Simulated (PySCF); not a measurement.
Al(Cl)(OH)(OSiH3) (AlClH4O2Si), SMILES [O]([Al]([OH])[Cl])[SiH3]. Atoms are numbered in the order given.

```xyz
9

Al     0.4485     0.6672     0.0000
Cl    -1.2588     1.8614     0.0000
O      1.9403     1.4540     0.0000
H      2.7949     1.0208     0.0000
O      0.3077    -1.0115     0.0000
Si    -0.2755    -2.5551     0.0000
H      0.2084    -3.2758    -1.2154
H      0.2084    -3.2758     1.2154
H     -1.7696    -2.5550     0.0000
```

The structure is a stationary point at PBE0-D3(BJ)/def2-SVP. The structure was generated by enumeration; whether it is a known compound was not checked. The values are those of a single conformer.

These are PBE0-D3(BJ)/def2-SVP (PySCF 2.14.0) values and carry that method's errors.

Frequencies are harmonic and unscaled.

A small imaginary wavenumber (i) marks a very flat motion, where grid noise or a shallow saddle decides the sign.

| mode | ν (cm⁻¹) | IR (km/mol) | Raman (Å⁴/amu) | depolarisation | moving atoms (share of kinetic energy) |
|---|---|---|---|---|---|
| 1 | 8i | 0.1 | 0.0 | – | H 96 % |
| 2 | 38 | 0.8 | 0.1 | 0.64 | Si 28 %, O 28 %, Cl 26 %, H 13 % |
| 3 | 70 | 0.1 | 0.2 | 0.75 | O 72 %, H 13 %, Si 9 % |
| 4 | 189 | 5.7 | 1.7 | 0.68 | O 54 %, Cl 22 %, Al 9 %, H 8 % |
| 5 | 224 | 36.6 | 2.3 | 0.75 | O 61 %, Cl 14 %, H 12 %, Al 10 % |
| 6 | 263 | 27.4 | 0.0 | – | Al 64 %, O 21 %, H 11 % |
| 7 | 342 | 164.9 | 0.6 | 0.75 | H 83 %, O 14 % |
| 8 | 443 | 10.6 | 10.4 | 0.08 | Cl 35 %, O 24 %, Si 24 %, Al 13 % |
| 9 | 543 | 171.3 | 1.8 | 0.34 | H 69 %, O 15 % |
| 10 | 662 | 143.4 | 3.0 | 0.71 | Al 56 %, H 16 %, Si 13 %, Cl 10 % |
| 11 | 734 | 75.7 | 11.1 | 0.73 | H 82 %, Si 9 %, O 9 % |
| 12 | 740 | 69.6 | 9.5 | 0.75 | H 84 %, Si 9 % |
| 13 | 918 | 96.8 | 3.4 | 0.32 | O 49 %, Al 41 %, H 9 % |
| 14 | 952 | 82.9 | 24.5 | 0.75 | H 96 % |
| 15 | 953 | 94.3 | 25.7 | 0.74 | H 95 % |
| 16 | 997 | 392.9 | 16.8 | 0.75 | H 85 %, Si 13 % |
| 17 | 1146 | 492.4 | 1.1 | 0.75 | O 75 %, Al 13 % |
| 18 | 2234 | 140.0 | 88.7 | 0.51 | H 96 % |
| 19 | 2235 | 157.8 | 92.8 | 0.75 | H 96 % |
| 20 | 2238 | 88.8 | 228.3 | 0.03 | H 99 % |
| 21 | 3989 | 121.4 | 104.2 | 0.27 | H 94 % |
